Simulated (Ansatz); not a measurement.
Geometry optimisation, RKS PBE0-D4/STO-3G (Ansatz 0.2.0).

input.yaml

```yaml
crystal:
  periodic: [false, false, false]
  atoms:
    - { symbol: Si, position_ang: [0.0, 0.0, 0.0] }
    - { symbol: O, position_ang: [0.0, 0.0, 1.68] }
    - { symbol: C, position_ang: [-1.1112, -0.3437, 2.4945] }
    - { symbol: H, position_ang: [-1.814, -0.9775, 1.9143] }
    - { symbol: H, position_ang: [-0.7584, -0.9037, 3.3856] }
    - { symbol: H, position_ang: [-1.6313, 0.5809, 2.8212] }
    - { symbol: Si, position_ang: [2.0935, 0.0, -0.7393] }
    - { symbol: H, position_ang: [2.5508, -1.3762, -0.9079] }
    - { symbol: H, position_ang: [2.1573, 0.6939, -2.0222] }
    - { symbol: H, position_ang: [2.951, 0.6823, 0.2255] }
    - { symbol: Si, position_ang: [-1.0456, 1.8115, -0.7393] }
    - { symbol: H, position_ang: [-2.4302, 1.478, -1.0607] }
    - { symbol: H, position_ang: [-1.0215, 2.8436, 0.2931] }
    - { symbol: H, position_ang: [-0.3743, 2.3069, -1.9374] }
    - { symbol: Si, position_ang: [-1.0456, -1.8115, -0.7393] }
    - { symbol: H, position_ang: [-1.7029, -2.4846, 0.3772] }
    - { symbol: H, position_ang: [-2.0454, -1.4265, -1.7311] }
    - { symbol: H, position_ang: [-0.0777, -2.7173, -1.3511] }
basis:
  gaussian: { orbitals: STO-3G }
hamiltonian:
  xc: pbe0
  dispersion: d4
relax:
  f_tol: 0.02
  max_steps: 40
```

Run as:

```bash
$ ansatz run input.yaml --threads 1 --pin off --max-ram 2048MiB --backend cpu --events-out ev --progress --plain --runs-dir out
```

Where does it end, and by what steps?

It converged. The force dipped under the threshold on the way, but the program's further checks kept it going. Limits of this set-up: minimal basis. After 32 steps the energy has fallen by 0.527 eV; H16 moved furthest, 1.24 Å.

```
step  energy less start (eV)  largest force component (eV/Å)  accepted
   0                  0.0000                           2.145       yes
   2                 -0.3938                           0.395       yes
   4                 -0.4653                           0.837       yes
   6                 -0.4737                           0.502        no
   8                 -0.5010                           0.068       yes
  10                 -0.4988                           0.151        no
  12                 -0.5058                           0.023       yes
  14                 -0.5101                           0.086       yes
  16                 -0.5141                           0.058       yes
  18                 -0.5162                           0.071       yes
  20                 -0.5150                           0.307        no
  22                 -0.5210                           0.104       yes
  24                 -0.5233                           0.061       yes
  26                 -0.5250                           0.098       yes
  28                 -0.5262                           0.003       yes
  30                 -0.5257                           0.177        no
  32                 -0.5270                           0.002       yes
```

```xyz
18
Properties=species:S:1:pos:R:3
Si 0.020 -0.086 0.017
O 0.234 -0.313 1.731
C -1.045 -0.380 2.406
H -1.681 -1.227 2.073
H -0.847 -0.520 3.485
H -1.653 0.545 2.299
Si 2.124 0.048 -0.772
H 2.877 -1.148 -0.479
H 2.103 0.213 -2.206
H 2.831 1.175 -0.211
Si -1.120 1.818 -0.418
H -2.537 1.672 -0.184
H -0.651 2.922 0.386
H -0.948 2.182 -1.805
Si -1.066 -1.837 -0.915
H -2.434 -1.937 -0.463
H -1.098 -1.677 -2.350
H -0.414 -3.092 -0.629
```

Whether the end is a true minimum wasn't checked by a vibrational analysis.

Run time: 3.3 min on 1 thread of Arm Neoverse V1, on a shared host, peak memory 0.17 GiB.
